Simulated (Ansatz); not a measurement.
Basis sets compared for MoNF₃. Total charge 0; singlet. Geometry PBE-D4/def2-SVP. Ansatz on 4 threads of Arm Neoverse V1 on a shared host; times are rough, and most runs start from earlier orbitals.

Cartesian coordinates in Å:
```
Mo -0.0095 -0.0193 0.0382
N 0.3462 0.7010 -1.3925
F -1.2114 -1.3620 -0.3931
F -0.7406 1.3287 1.0785
F 1.6153 -0.6485 0.6688
```

In the def2 sets Mo takes a core potential; there is no spin–orbit coupling. The restricted singlet is unstable towards broken spin symmetry in Hartree–Fock (as tested in another run); at PBE-D4/def2-SVP, PBE-D4/def2-TZVPD, r2SCAN-D4/def2-TZVP, r2SCAN-D4/def2-TZVPD and others this wasn't settled.

Binding counts from free atoms (Mo septet, N quartet, F doublet) in the same basis, without a counterpoise term.

```csv
level,functions,energy (Eh),HOMO (eV),LUMO (eV),binding per atom (eV),wall time
PBE-D4/def2-SVP,87,-422.0691,-8.18,-4.09,4.80,0.8 s
PBE-D4/def2-TZVP,164,-422.5223,-8.31,-4.20,4.67,2 s
r2SCAN-D4/def2-TZVP,164,-422.7065,-8.72,-4.20,4.30,3.6 s
PBE0-D4/def2-SVP,87,-421.9829,-9.99,-3.39,4.21,1.2 s
PBE0-D4/def2-TZVP,164,-422.4375,-10.01,-3.40,4.14,2.4 s
```

Q: Estimate the rows for PBE-D4/def2-TZVPD, r2SCAN-D4/def2-TZVPD, PBE0-D4/def2-TZVPD.

A: 
```json
{"level": "PBE-D4/def2-TZVPD", "functions": "197", "energy (Eh)": "-422.5274", "HOMO (eV)": "-8.31", "LUMO (eV)": "-4.21", "binding per atom (eV)": "4.68", "wall time": "2 s"}
{"level": "r2SCAN-D4/def2-TZVPD", "functions": "197", "energy (Eh)": "-422.7120", "HOMO (eV)": "-8.69", "LUMO (eV)": "-4.17", "binding per atom (eV)": "4.31", "wall time": "3.9 s"}
{"level": "PBE0-D4/def2-TZVPD", "functions": "197", "energy (Eh)": "-422.4429", "HOMO (eV)": "-9.99", "LUMO (eV)": "-3.38", "binding per atom (eV)": "4.16", "wall time": "3.1 s"}
```
